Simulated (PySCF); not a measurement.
## Field gradients at the hydrogen positions

C4H12N2Si2.
Numbering: `[CH2:1]=[CH:2][Si@@H:3]1[N:4]([CH3:5])[CH2:6][Si@@H:7]1[NH2:8]` (hydrogens: H9, H10 on C1; H11 on C2; H12 on Si3; H13, H14, H15 on C5; H16, H17 on C6; H18 on Si7; H19, H20 on N8)

Cartesian coordinates in Å at the GFN2-xTB level; atoms count from 1:
```
atom  x, y, z in Å
C1     3.1648    0.6348    0.9850
C2     1.8670    0.3821    1.0287
Si3    0.7459    0.3547   -0.4870
N4    -0.8760    0.7428   -0.0349
C5    -1.4416    1.9436    0.5022
C6    -1.7888   -0.2398   -0.6058
Si7   -0.4452   -1.4756   -1.2540
N8    -0.2328   -2.9980   -0.4654
H9     3.6583    0.8755    0.0567
H10    3.7979    0.6208    1.8602
H11    1.4209    0.1444    1.9878
H12    1.3616    1.2537   -1.4889
H13   -1.9485    2.5371   -0.2714
H14   -0.6508    2.5503    0.9402
H15   -2.1768    1.7088    1.2810
H16   -2.4758   -0.6109    0.1646
H17   -2.4104    0.2095   -1.3910
H18   -0.7114   -1.8524   -2.6466
H19   -0.0047   -3.0129    0.5157
H20   -0.8588   -3.7581   -0.6802
```

Level: PBE0/pcSseg-1 (PySCF, non-relativistic); Q(2H) = 0.00286 b; rigid geometry, the same for H and D, with no vibrational averaging.

Task: Rank these positions by the coupling χzz of a deuteron there, largest first.
A. H10 (vinylic hydrogen)
B. H12 (Si–H hydrogen)
C. H16 (methylene hydrogen)
D. H15 (methyl hydrogen)
E. H19 (N–H hydrogen)
F. H14 (methyl hydrogen)

Result: E (288 kHz), A (222 kHz), F (208 kHz), C (203 kHz), D (199 kHz), B (101 kHz).

Task: Tabulate Vzz, the asymmetry η and χzz = 234.96 MHz × Q × Vzz for every hydrogen position.

Result: 
```
atom  bonded to  bond length (Å)  Vzz (au)     η  χzz (kHz)
  H9         C1            1.079    0.3315  0.04        223
 H10         C1            1.080    0.3303  0.03        222
 H11         C2            1.084    0.3263  0.02        219
 H12        Si3            1.480    0.1504  0.03        101
 H13         C5            1.099    0.2919  0.05        196
 H14         C5            1.089    0.3091  0.06        208
 H15         C5            1.096    0.2961  0.05        199
 H16         C6            1.097    0.3021  0.07        203
 H17         C6            1.098    0.2994  0.06        201
 H18        Si7            1.467    0.1613  0.03        108
 H19         N8            1.007    0.4280  0.17        288
 H20         N8            1.008    0.4279  0.16        288
```

Task: Average by the element that carries the hydrogen.

Result: on C: 209 kHz over 8 positions, mean bond length 1.090 Å; on Si: 105 kHz over 2 positions, mean bond length 1.474 Å; on N: 288 kHz over 2 positions, mean bond length 1.008 Å.

Task: How does χzz go with the bond length over the 8 C–H bonds?

Result: A straight-line fit has a slope of -12.7 kHz for each 0.01 Å, with a correlation coefficient of -0.98, over lengths from 1.079 to 1.099 Å. The longer bonds have the smaller couplings here.

Task: Give the 2H NMR doublet splittings at H13 for a magnetic field along the z, y and x axes of the gradient: 3χ/2, 3χ(1 + η)/4, 3χ(1 − η)/4.

Result: With |χ| = 196.2 kHz and η = 0.047: 294, 154 and 140 kHz, to first order and without motion.

Isolated species at its GFN2-xTB geometry (one conformer only). GFN2-xTB bond lengths can be off by several hundredths of an ångström, more for odd bonds, and the gradients follow them. The basis is small and wasn't made for field gradients, so the couplings can be 20 % off.

The run behind these numbers computed NMR shieldings as well. The run took 74 s of wall time on an Arm Neoverse N1 with one thread, no GPU, shared host with 64 logical CPUs at a one-minute load of 61, and the process peaked at 0.95 GiB of memory.
